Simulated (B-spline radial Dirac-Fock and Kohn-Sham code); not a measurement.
Z = 38 (strontium), transition energy 113 keV. Method: a Dirac-Hartree-Slater potential of the neutral atom with a Latter tail (no hole, which puts coefficients of high multipoles low close above an edge), finite nucleus with surface currents. Computed with an atomic code on a B-spline grid. Subshells that would emit electrons below 1 keV are left out.

Problem. A pure transition shows α(K) = 0.936, L1/L2 = 11.0 and L1/L3 = 11.9. What is its multipolarity?
A. E1
B. E4
C. M1
D. M3
E. E2
F. M2
G. E3
H. M4

Solution. F. For comparison, α(K), L1/L2, L1/L3 are E1 0.0629, 18.0, 11.3; E2 0.551, 3.45, 2.63; E3 3.98, 0.873, 0.736; E4 27.5, 0.306, 0.270; M1 0.103, 20.2, 56.8; M3 7.60, 6.91, 3.30; M4 61.3, 4.88, 1.51.
